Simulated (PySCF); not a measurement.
Calculated NMR data

Level of theory: geometry from GFN2-xTB, shieldings: GIAO PBE0/pcSseg-1, in PySCF (averaged over atoms made equivalent by symmetry, fast rotation or ring inversion, non-relativistic, no solvent model, one conformer).

Chemical shifts δ = σref − σ; TMS for ¹H and ¹³C, all at this level. Where no couplings were computed, multiplicities follow the n + 1 count of equivalent neighbours, and m marks all less simple cases (inequivalent or close neighbours, rings, F or P nearby). Shifts are as computed. Against solution values, carbons near 30 ppm lie about +3 ppm off and those near 130 ppm about +5 ppm; carbons on Cl a further +6 ppm. Of 1211 compounds with measured shifts, 218 miss one by over three times the rms of a fit or turn the order of signals round; such compounds aren't used in these exercises. Carbons bonded to Cl come out too deshielded. OH and NH positions are gas-phase values without hydrogen bonding to other molecules.

Compound 1 (C$_{7}$H$_{11}$Cl). ¹H NMR (400 MHz, computed): δ 1.53 (s, 3H), 1.49 (m, 1H), 1.15 (d, 3H), 1.14 (m, 1H), 0.90 (m, 1H), 0.83 (m, 1H), 0.77 (m, 1H). ¹³C{¹H} NMR (computed): δ 55.6, 29.9, 29.1, 23.1, 14.3, 11.0, 8.1. Structure: `C[C@@H]1C2(CC2)[C@@]1(C)Cl`.

Compound 2 (C$_{5}$H$_{11}$NOSi$_{2}$). ¹H NMR (400 MHz, computed): δ 6.25 (br s, 1H), 6.01 (br s, 1H), 5.49 (s, 2H), 5.36 (s, 2H), 3.17 (d, 2H), 1.56 (t, 1H), 0.36 (br s, 2H). ¹³C{¹H} NMR (computed): δ 150.6 (C), 135.9 (CH2), 86.3 (C), 78.7 (CH), 29.4 (CH2). Structure: `C#CCC(=C)[SiH2]O[SiH2]N`.
